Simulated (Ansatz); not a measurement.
Cartesian coordinates in Å:
```
O -0.229 0.621 -1.624
Mo -0.034 -0.152 0.042
O 1.793 0.168 0.061
O -0.438 1.418 0.913
F -0.084 -1.737 -0.936
F 0.417 -1.244 1.492
Cl -2.262 -0.677 0.535
H -0.166 0.108 -2.438
H 2.327 -0.196 0.777
H -1.323 1.690 1.178
```

Total charge 0; spin multiplicity 1. Mo takes the def2 core potential.

**Question.** List the PBE/def2-TZVPP orbital energies in eV (the Gaussian-basis code of Ansatz). (An estimate is asked.)

**Answer.** Computed: Occupied: -2738.56, -659.89, -659.78, -511.84, -511.81, -511.74, -249.14, -189.79, -189.70, -189.67, -70.79, -44.76, -44.71, -44.54, -28.83, -28.71, -25.70, -25.65, -25.62, -19.73, -14.24, -13.99, -13.60, -11.86, -11.55, -11.39, -11.03, -10.94, -10.02, -9.74, -9.49, -9.33, -9.18, -8.88, -8.65, -8.21, -7.54, -7.37. Lowest empty: -4.82, -4.62, -4.39, -1.24, -0.63, -0.53, 0.21, 0.40.
